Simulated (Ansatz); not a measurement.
`F[C](F)(F)[GeH3]` + H₂Te → `FC(F)(F)[TeH]` + GeH₄ at 400 K and 1 bar (substitution at a C–Ge bond).

Calculated with Ansatz (gas phase, PBE0-D4/def2-TZVP geometries, no zero-point term in ΔE). CCSD(T)/CBS is the MP2 limit (def2-TZVPP, def2-QZVPP) plus CCSD(T) − MP2 in def2-TZVPP, frozen cores. def2 core potentials past Kr. For Ge, Te outer-core shells are correlated without core-valence functions, which leaves a few kJ/mol of doubt a bond. Scalar relativity is left out up to krypton.

```
           species  CCSD(T)/CBS energy (Eh)  H − E (kJ/mol)  S (J/(mol·K))
`F[C](F)(F)[GeH3]`              -2415.32566           127.3          358.0
              H₂Te               -268.91024            45.0          239.1
   `FC(F)(F)[TeH]`               -605.73243            80.2          359.1
              GeH₄              -2078.49493            93.6          231.8
```

H − E and S are ideal-gas, rigid-rotor, harmonic terms from PBE0-D4/def2-TZVP. 1 Eh = 2625.50 kJ/mol, R = 8.31446 J/(mol·K).

By hand: ΔE, ΔH, ΔS and ΔG.

ΔE = (-605.73243) + (-2078.49493) − (-2415.32566) − (-268.91024) = 0.00854 Eh = 22.4 kJ/mol. Δ(H − E) = 80.2 + 93.6 − 127.3 − 45.0 = 1.5, so ΔH = 23.9 kJ/mol. ΔS = 359.1 + 231.8 − 358.0 − 239.1 = -6.2 J/(mol·K). ΔG = 23.9 − 400 × (-6.2)/1000 = 26.4 kJ/mol.

By hand: the equilibrium constant, and the temperature at which ΔG would vanish if ΔH and ΔS stayed fixed.

log₁₀ K = −ΔG/(RT ln 10) = -3.4. ΔH and −TΔS have one sign here, so there is no such temperature.

The number of gas molecules stays the same, so ΔS is small and ΔH decides. A doubt of 5 kJ/mol in ΔE shifts log₁₀ K by 0.7 here. These are equilibria of isolated gas molecules and say nothing of rates. Largest T1 diagnostic: 0.012 (customary marks: 0.02 for closed shells, 0.045 for open ones).
